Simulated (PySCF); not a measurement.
## Tl(III) with more and more F

Computed with PySCF 2.14.0, PBE0, def2-SVP on the ligands, density fitting, scalar-relativistic core potentials, no spin-orbit coupling, vacuum. The metal has def2-SVP with ECP60. Each complex is relaxed within the symmetry of its template. Distances are means of the shortest metal–ligand contacts, charges and spins Mulliken's; removal energies are rigid, with the ligand's formal charge and no counterpoise, so too large; for an anion taken off a cation in vacuum most of it is the attraction of opposite charges, and multiply charged cations can part far more cheaply with an electron moved from ligand to metal.

```csv
complex,point group,M–F (Å),charge on M (e),dipole (D),HOMO–LUMO gap (eV),removal of one F (eV),"strongest infrared band, degenerate modes summed (cm⁻¹)",unstable modes (below −25 cm⁻¹)
[TlF2]+,D∞h,1.924,1.48,–,6.73,20.50,157,0
[TlF4]−,Td,2.072,0.98,–,6.68,6.17,505,0
```

**Question.** What does the calculation give for TlF3?

**Answer.** point group: C2v, M–F (Å): 2.012, charge on M (e): 1.16, dipole (D): 0.68, HOMO–LUMO gap (eV): 6.08, removal of one F (eV): 12.32, strongest infrared band, degenerate modes summed (cm⁻¹): 594, unstable modes (below −25 cm⁻¹): 0.
```xyz
4

Tl    0.2712    0.0000    0.0000
F    -0.6057    0.0000    1.8078
F    -0.6057    0.0000   -1.8078
F     2.2896    0.0000    0.0000
```

The more ligands, the longer each bond and the weaker the last ligand is held.

One start shape was tried for each, so a minimum needn't be the lowest isomer.
